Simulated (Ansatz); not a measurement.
Geometry optimisation, RKS B3LYP-D4/def2-SVP (Ansatz 0.2.0).

Input file:

```yaml
crystal:
  periodic: [false, false, false]
  atoms:
    - { symbol: Ta, position_ang: [-0.535245, -0.52166, 0.245019] }
    - { symbol: Cl, position_ang: [3.081423, 0.087924, 0.086138] }
    - { symbol: Cl, position_ang: [0.081345, 0.448527, 2.265199] }
    - { symbol: O, position_ang: [0.179738, -0.54515, -1.493075] }
    - { symbol: H, position_ang: [0.268541, 0.132129, -2.177684] }
    - { symbol: Cl, position_ang: [-1.633482, 1.481157, -0.322311] }
    - { symbol: Cl, position_ang: [-2.412542, -1.817986, 0.408738] }
    - { symbol: F, position_ang: [0.679438, -1.950736, 0.65951] }
    - { symbol: H, position_ang: [2.612085, -1.127606, 0.373967] }
basis:
  gaussian: { orbitals: def2-SVP }
hamiltonian:
  xc: b3lyp
  dispersion: d4
relax:
  f_tol: 0.03
  max_steps: 50
```

Command:

```bash
$ ansatz run input.yaml --threads 4 --pin off --max-ram 5120MiB --backend cpu --events-out ev --progress --plain --runs-dir out
```

Task: Where does it end, and by what steps?

Result: The forces met the threshold. After 12 steps the energy has fallen by 0.042 eV; Cl2 moved furthest, 0.61 Å.

```csv
step,energy less start (eV),largest force component (eV/Å),accepted
0,0.0000,0.971,yes
1,0.0011,0.842,no
2,-0.0121,0.718,yes
3,-0.0177,0.534,yes
4,-0.0266,0.105,yes
5,-0.0229,0.234,no
6,-0.0285,0.084,yes
7,-0.0341,0.056,yes
8,-0.0362,0.219,yes
9,-0.0391,0.148,yes
10,-0.0413,0.065,yes
11,-0.0420,0.054,yes
12,-0.0424,0.026,yes
```

```xyz
9
Properties=species:S:1:pos:R:3
Ta -0.595 -0.451 0.230
Cl 3.483 -0.358 0.166
Cl 0.110 0.724 2.088
O 0.240 -0.273 -1.437
H 0.184 0.376 -2.153
Cl -2.096 1.269 -0.348
Cl -2.299 -1.991 0.433
F 0.674 -1.817 0.654
H 2.621 -1.293 0.412
```

Whether the end is a true minimum wasn't checked by a vibrational analysis.

Time of the run: 83 s on 4 threads of Intel(R) Xeon(R) Platinum 8259CL CPU @ 2.50GHz (Skylake/Cascade Lake), with other jobs on the host, peak memory 0.47 GiB.
